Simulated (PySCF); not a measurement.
Two species compared at the same levels of theory.

First species: silyl cyanide, CH3NSi.
Cartesian coordinates in Å at the GFN2-xTB level; atoms count from 1:
```
atom  x, y, z in Å
N1     2.4037   -0.0243    0.0385
C2     1.2584   -0.0132    0.0188
Si3   -0.6078    0.0064   -0.0141
H4    -1.0101   -0.9880   -1.0067
H5    -0.9964    1.3630   -0.3945
H6    -1.0447   -0.3419    1.3364
```

Second species: C₇H₁₁NS₂.
Numbering: `[CH3:1][C@@H:2]([C:3]#[N:4])[C@@H:5]1[CH2:6][CH2:7][S:8][S:9][CH2:10]1` (hydrogens: H11, H12, H13 on C1; H14 on C2; H15 on C5; H16, H17 on C6; H18, H19 on C7; H20, H21 on C10)

Levels: PBE0/pcSseg-1 for HOMO energy, LUMO energy and HOMO–LUMO gap. Geometries: GFN2-xTB. Each species is one conformer at its optimised geometry, gas phase, non-relativistic unless stated. Electronic properties by PySCF.

Values for the first species:

```
HOMO energy   : -9.86 eV
LUMO energy   : -0.35 eV
HOMO–LUMO gap : 9.51 eV
```

Estimate the same properties for the second species, and the change in each.

```tsv
property	first	second	second less first
HOMO energy	-9.86 eV	-6.56 eV	+3.30 eV
LUMO energy	-0.35 eV	-0.44 eV	-0.09 eV
HOMO–LUMO gap	9.51 eV	6.12 eV	-3.39 eV
```

